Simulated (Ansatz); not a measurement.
Gas-phase reaction in SMILES: CC[N](C)[GeH2-] -> [CH3][Ge]([CH3])([CH3])[NH-]
Geometries: B3LYP-D3(BJ)/def2-TZVP minima from Ansatz (an electronic-structure program), one conformer each, not searched for the lowest.

Wanted: isomerisation energy (electronic energy difference), in eV. Cores are frozen in the correlated levels unless marked. Spin-orbit coupling is left out. The frozen core is the preceding noble-gas configuration, with the filled d and f shells of earlier blocks. Non-relativistic. Anions need diffuse functions: aug- sets have them; def2-D sets add few; the other sets have none. CBS marks a two-point X^-3 extrapolation of the correlation energy; Hartree-Fock from the larger set. [CCSD(T)-MP2]/basis is that difference in the basis named.

```tsv
level	program	isomerisation energy (eV)
BLYP-D4/def2-TZVPD	Ansatz + dftd4	-0.35
LC-wPBE/def2-TZVPD	Ansatz	-0.51
```

Estimate the value at RI-MP2/CBS(aug-cc-pVTZ,aug-cc-pVQZ)+[CCSD(T)-MP2]/aug-cc-pVTZ as computed with Ansatz.

-0.67 eV
